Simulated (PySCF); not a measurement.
PBE0-D3(BJ)/def2-SVP geometry optimisation, IEF-PCM water with PySCF 2.14 and geomeTRIC: [Cr(NH3)6]3+, charge 3, multiplicity 4. Start (model start, shaken):

```
25

Cr    0.0000    0.0045   -0.0041
N    -0.0134   -0.0068    2.0301
H     0.9433    0.0201    2.4280
H    -0.4805    0.8235    2.4407
H    -0.4696   -0.8301    2.4349
N     0.0104   -0.0202   -2.0519
H    -0.9709   -0.0193   -2.4630
H     0.4677    0.7971   -2.4313
H     0.4735   -0.8189   -2.4731
N     2.0369   -0.0007    0.0017
H     2.4124    0.9352   -0.0147
H     2.4232   -0.4553    0.8040
H     2.4348   -0.4579   -0.8249
N    -2.0467    0.0017    0.0010
H    -2.4537   -0.9412    0.0204
H    -2.4585    0.4841    0.8179
H    -2.4450    0.5012   -0.8047
N    -0.0180    2.0461    0.0086
H    -0.0028    2.4456    0.9414
H     0.8261    2.4569   -0.4813
H    -0.8131    2.4284   -0.4693
N    -0.0178   -2.0537   -0.0029
H     0.0135   -2.4182   -0.9622
H     0.8042   -2.4256    0.4413
H    -0.8230   -2.4368    0.4900
```

| step | E − E(start) / kcal mol⁻¹ | largest force / Eh bohr⁻¹ |
| --- | --- | --- |
| 0 | 0.00 | 0.03748 |
| 1 | -4.12 | 0.00512 |
| 2 | -4.52 | 0.00328 |
| 3 | -4.64 | 0.00154 |
| 4 | -4.66 | 0.00052 |
| 5 | -4.66 | 0.00064 |
| 6 | -4.66 | 0.00101 |
| 7 | -4.67 | 0.00081 |
| 8 | -4.67 | 0.00028 |

The optimisation met its thresholds. End point:

```
25

Cr   -0.0073    0.0017   -0.0060
N    -0.0664    0.0255    2.0670
H     0.8573    0.0498    2.5063
H    -0.5736    0.8293    2.4465
H    -0.5355   -0.7994    2.4509
N     0.0532   -0.0193   -2.0784
H    -0.8699   -0.0395   -2.5190
H     0.5282    0.8026   -2.4614
H     0.5559   -0.8269   -2.4560
N     2.0653   -0.0631    0.0081
H     2.5072    0.8596    0.0160
H     2.4444   -0.5588    0.8193
H     2.4446   -0.5472   -0.8102
N    -2.0797    0.0691   -0.0185
H    -2.5209   -0.8539   -0.0284
H    -2.4596    0.5504    0.8012
H    -2.4601    0.5661   -0.8282
N     0.0131    2.0743   -0.0718
H     0.0316    2.5146    0.8516
H     0.8190    2.4541   -0.5753
H    -0.8103    2.4550   -0.5463
N    -0.0248   -2.0714    0.0629
H    -0.0516   -2.5136   -0.8592
H     0.8012   -2.4526    0.5323
H    -0.8281   -2.4471    0.5735
```

Metal–donor distances, start → end: N2 2.034 → 2.074 Å, N6 2.048 → 2.073 Å, N10 2.037 → 2.074 Å, N14 2.047 → 2.074 Å, N18 2.042 → 2.074 Å, N22 2.058 → 2.074 Å.

No frequencies were computed, so the end point may be a saddle point.

The job took 12 min on one thread of Arm Neoverse V1 (shared host), with 205 basis functions and a peak of 2.1 GiB, launched as `OMP_NUM_THREADS=1 python lf_run.py task.json out`.
